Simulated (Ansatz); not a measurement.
Total energies of `O[SiH](F)[O][GeH3]`.

Cartesian coordinates in Å:
```
O -1.7167 -0.6996 0.0893
Si -0.8016 0.2432 1.0585
F -0.2928 -0.6486 2.2800
O 0.4314 0.7977 0.1951
Ge 1.3806 0.1699 -1.1816
H -2.3420 -1.3038 0.4911
H -1.5477 1.3667 1.6473
H 0.5769 0.4380 -2.4601
H 1.6229 -1.3305 -0.9665
H 2.6890 0.9670 -1.1532
```

Total charge 0; spin multiplicity 1. Correlated methods include outer-core shells of Ge, which these sets cover unevenly. Scalar relativity is left out up to krypton. The geometry is a stationary point of PBE0-D4/def2-TZVP. It is one conformer, not always the lowest. Basis def2-TZVPP, the Gaussian-basis code of Ansatz.

RPA on PBE orbitals: Hartree–Fock energy of these orbitals -2616.62860 Eh, correlation -1.71690 Eh (frozen core).

```json
{"functional": "PBE0", "energy without D4 (Eh)": "-2619.46504", "D4 term (kJ/mol)": "-17.9"}
{"functional": "ωB97X-V", "energy without D4 (Eh)": "-2619.79152", "D4 term (kJ/mol)": "–"}
```

Give the same for LDA (SPW92), PBE, revPBE, BLYP, r2SCAN, B97M-V, B3LYP, r2SCANh, r2SCAN0, HSE06 (plane-wave form), BHLYP, CAM-B3LYP, LC-ωPBE, ωB97M-V, B2PLYP, PBE-QIDH. (Estimate.)

Ansatz gave: 
```tsv
functional	energy without D4 (Eh)	D4 term (kJ/mol)
LDA (SPW92)	-2614.05417	–
PBE	-2619.37659	-21.1
revPBE	-2619.78751	-60.5
BLYP	-2620.12277	-45.8
r2SCAN	-2619.96359	-5.1
B97M-V	-2619.57069	–
B3LYP	-2620.18166	-34.1
r2SCANh	-2619.93996	-5.5
r2SCAN0	-2619.90625	-6.1
HSE06 (plane-wave form)	-2619.44809	-16.7
BHLYP	-2619.98894	-27.3
CAM-B3LYP	-2620.17639	-18.3
LC-ωPBE	-2619.60950	–
ωB97M-V	-2619.90317	–
B2PLYP	-2619.47874	–
PBE-QIDH	-2619.03290	–
```

B3LYP takes the VWN-RPA correlation (the form of Gaussian; ORCA's B3LYP/G). HSE06 is the plane-wave form, built on full-range PBE exchange. The double hybrids freeze the cores in their second-order part.

LC-ωPBE has ω = 0.4 bohr⁻¹.
